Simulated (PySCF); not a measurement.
C3H3BF2, SMILES C#CB(F)CF. Atoms are numbered in the order given.

```xyz
9

C      0.8657    -2.3143     0.0000
C      0.1966    -1.2972     0.0000
B     -0.6040     0.0001     0.0000
F     -1.9358    -0.0454     0.0000
C      0.0531     1.4328     0.0000
F      1.4340     1.4106     0.0000
H      1.4555    -3.2132     0.0000
H     -0.3062     1.9988     0.8837
H     -0.3062     1.9988    -0.8837
```

Coordinates come from a B3LYP-D3(BJ)/def2-SVP optimisation. This is a generated structure with no PubChem entry under its InChIKey; it may be hypothetical. One conformer was computed; it need not be the lowest.

Two levels are set side by side: PBE/pcSseg-1 (PySCF) and PBE0/pcSseg-1 (PySCF). GIAO shifts against BF3 (¹¹B), CFCl3 (¹⁹F), TMS (¹H), TMS (¹³C) at the same level; non-relativistic, no solvent, atoms listed together averaged. Differences are taken from unrounded values.

```csv
quantity,PBE0,PBE,PBE minus PBE0
δ(¹³C) of C1 (ppm),112.9,109.4,-3.6
δ(¹³C) of C2 (ppm),89.7,90.8,1.1
δ(¹¹B) of B3 (ppm),32.9,33.3,0.4
δ(¹⁹F) of F4 (ppm),-35.7,-39.1,-3.4
δ(¹³C) of C5 (ppm),82.6,86.3,3.8
δ(¹⁹F) of F6 (ppm),-299.6,-321.8,-22.1
δ(¹H) of H7 (ppm),3.53,3.41,-0.12
"δ(¹H) of H8, H9 (ppm)",4.73,4.89,0.16
```

Rough cost on one machine, each run with all the roots and properties that it gave: PBE0 against PBE within a factor of 2.
